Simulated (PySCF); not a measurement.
C2H11FSi3, SMILES C([SiH2][SiH2]F)C[SiH3]. Geometry: PBE-D3(BJ)/def2-SVP. This is a generated structure with no PubChem entry under its InChIKey; it may be hypothetical. Other conformers were not sampled.

**Question.** Give the equilibrium geometry at PBE-D3(BJ)/def2-SVP (PySCF confirms it by a frequency run) as Cartesian coordinates in Å. (The exact figures need the calculation; the answer reports its results.)

**Answer.** This is not unique; one that fits is 
```xyz
17

F      2.5179     1.8441    -0.1054
Si     2.6871     0.2111     0.0708
Si     0.5370    -0.6700     0.4236
C     -0.6000    -0.0755    -0.9869
C     -2.0404    -0.6242    -0.9905
Si    -3.1363    -0.1363     0.4877
H      3.6326    -0.0432     1.2139
H      3.3050    -0.3242    -1.1951
H      0.0328    -0.2084     1.7662
H      0.6146    -2.1774     0.4499
H     -0.5972     1.0361    -0.9447
H     -0.0859    -0.3366    -1.9386
H     -2.0370    -1.7349    -1.0508
H     -2.5742    -0.2784    -1.9036
H     -3.0833     1.3536     0.7037
H     -2.6960    -0.8151     1.7566
H     -4.5594    -0.5375     0.2049
```
Charge 0, spin multiplicity 1.
